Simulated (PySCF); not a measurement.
Working out the ionisation energy of Ag(2+)

Ag(2+) [Kr] 4d9 (2D) → Ag(3+) [Kr] 4d8 (3F). Calculation: PySCF 2.14, in x2c-SVPall (6s5p5d1f, 53 functions); scalar relativity by spin-free X2C-1e. Frozen: [Kr]. Energies in hartree (1 hartree = 27.21139 eV):

| part | Ag(2+) (lower) | Ag(3+) (upper) |
| --- | --- | --- |
| UHF | -5311.345242 | -5310.132060 |
| MP2 opposite-spin | -0.131275 | -0.096239 |
| MP2 same-spin | -0.078718 | -0.062209 |

**Question.** What does Hartree-Fock give?

**Answer.** (-5310.132060) − (-5311.345242) = 1.213182 hartree = 33.012 eV.

**Question.** What do MP2 and SCS-MP2 (6/5 opposite-spin, 1/3 same-spin) give?

**Answer.** The opposite-spin parts differ by 0.953 eV and the same-spin parts by 0.449 eV. MP2: 33.012 + (0.953) + (0.449) = 34.414 eV. SCS-MP2: 33.012 + 1.2 × (0.953) + (0.449)/3 = 34.305 eV.

Reference: 34.8 ± 0.3 eV (semi-empirical (NIST evaluation); NIST Atomic Spectra Database, ionization energies), between the lowest levels; spin-orbit coupling is absent from the calculation.

A double-zeta basis recovers only part of the correlation energy.

What remains against the reference includes basis incompleteness, the frozen core and correlation beyond second order.
